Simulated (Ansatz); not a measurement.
`O[SiH2]N[SiH2][SiH3]`, charge 0, multiplicity 1.

Problem. Give a relaxed structure at PBE0-D4/def2-TZVP (Ansatz). (An estimate is asked.)

Solution. Computed: 
Z-matrix (Å, degrees):
```
Si
N 1 1.717
O 1 1.644 2 114.8
H 1 1.479 2 110.6 3 -116.5
H 1 1.487 2 105.2 3 122.1
Si 2 1.733 1 129.1 3 -104.1
H 2 1.012 1 115.6 3 72.2
H 3 0.958 1 117.7 2 61.8
Si 6 2.343 2 111.3 1 3.9
H 6 1.492 2 110.4 1 123.9
H 6 1.492 2 111.6 1 -118.2
H 9 1.486 6 112.8 2 -70.0
H 9 1.490 6 107.4 2 170.5
H 9 1.490 6 111.0 2 52.4
```
This is one stationary point; other conformers may exist.
